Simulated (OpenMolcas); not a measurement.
Computed levels of 3d4 in ions with 22 electrons, in cm-1 above 5D0.

```
Program             : OpenMolcas 26.06
Method              : XMS-CASPT2, IPEA 0.25 Eh, imaginary shift 0.1 Eh
Basis               : ANO-RCC-VTZP
Scalar Hamiltonian  : DKH2, point nucleus
Spin-orbit coupling : state interaction with AMFI integrals over the reference wave functions, term energies averaged over their components
```

Active space for each ion: 4 electrons in 5 orbitals (3d); closed shells correlated by CASPT2: 3s 3p.

```tsv
Level	V+	Cr2+	Mn3+	Co5+	Ni6+	Cu7+
5D1	39.3	65.7	102	220	293	394
5D2	117	194	301	642	847	1130
5D3	230	382	589	1239	1620	2140
5D4	376	623	956	1983	2570	3370
3P0(1)	12360	17980	21960	29430	31620	34360
3P1(1)	12600	18370	22580	30750	33360	36680
3P2(1)	13020	19080	23650	32930	36150	40270
3H4	13720	18660	22610	30400	33060	36380
3H5	13800	18800	22830	30890	33730	37310
```

Estimate 5D4, 3P0(1), 3P1(1) for Fe4+ from its neighbours Mn3+ and Co5+.

5D4 is fine structure, which grows about as the fourth power of a screened charge, so the fourth roots are averaged: ((956^0.25 + 1983^0.25) / 2)^4 = 1400. The calculation gives 1410, so the estimate is off by -0.7 %; the measured value is 1283 (Corliss and Sugar, J. Phys. Chem. Ref. Data 11, 135 (1982)).
3P0(1) is another term, which grows about linearly with the charge: (21960 + 29430) / 2 = 25695. The calculation gives 25520, so the estimate is off by +0.7 %; the measured value is 24055 (Corliss and Sugar, J. Phys. Chem. Ref. Data 11, 135 (1982)).
3P1(1) is another term, which grows about linearly with the charge: (22580 + 30750) / 2 = 26665. The calculation gives 26440, so the estimate is off by +0.9 %; the measured value is 24973 (Corliss and Sugar, J. Phys. Chem. Ref. Data 11, 135 (1982)).

Term energies are means over components that CASPT2 splits; among the terms shown or strongly mixed into the levels shown the widest spread is 1600 cm-1 (3d4 3H, V+). The CASPT2 spread within a term exceeds the gap to the next term for 3d4 3P(1) and 3d4 3H, so the order of their levels is uncertain (figures for V+; the like holds for Cr2+, Mn3+, Fe4+). Some high roots are left out of the spin-orbit mixing, which shifts the levels that they would mix with (holds for V+). Measured partners are found by configuration, term and J. A level has none where our copy of the source lacks it or the pairing is in doubt (some pairs that miss far off the trend of their configuration count as doubtful), and it then counts in no deviation. Levels of configurations outside the active space are missing.

A number in round brackets counts repeated terms of one configuration in the order of the reference energies.
